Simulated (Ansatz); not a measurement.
`C[CH2][Al]([OH])[SH]` and `C[CH2][In]([OH])[SH]` differ in one element.

Ansatz, PBE0-D4/def2-TZVP geometries, multiplicity 1. Each molecule was computed in one conformer, which needn't be the lowest.

Elements past krypton have def2 core potentials.

| property | `C[CH2][Al]([OH])[SH]` |
| --- | --- |
| HOMO energy (PBE0/def2-TZVPP) / eV | -7.58 |
| LUMO energy (PBE/def2-TZVPP) / eV | -0.95 |
| HOMO–LUMO gap (ωB97M-V/def2-TZVPP) / eV | 11.13 |
| HOMO energy (ωB97M-V/def2-TZVPP) / eV | -9.78 |
| HOMO–LUMO gap (PBE0/def2-TZVPP) / eV | 7.43 |
| HOMO energy (B3LYP/def2-TZVPP) / eV | -7.31 |

What does the change do to each property? (Best estimate.)

Ansatz gave: 
```
                               property  `C[CH2][In]([OH])[SH]`  shift
     HOMO energy (PBE0/def2-TZVPP) / eV                   -7.24   0.34
      LUMO energy (PBE/def2-TZVPP) / eV                   -1.78  -0.83
HOMO–LUMO gap (ωB97M-V/def2-TZVPP) / eV                   10.07  -1.06
  HOMO energy (ωB97M-V/def2-TZVPP) / eV                   -9.45   0.33
   HOMO–LUMO gap (PBE0/def2-TZVPP) / eV                    6.31  -1.12
    HOMO energy (B3LYP/def2-TZVPP) / eV                   -6.99   0.32
```

With PBE0 the HOMO rises by 0.34 eV and the LUMO falls by 0.78 eV, so the gap narrows by about 1.12 eV. PBE moves the HOMO by 0.33 eV and ωB97M-V by 0.33 eV.

B3LYP here is the variant with VWN-RPA as its local correlation; programs differ in this.
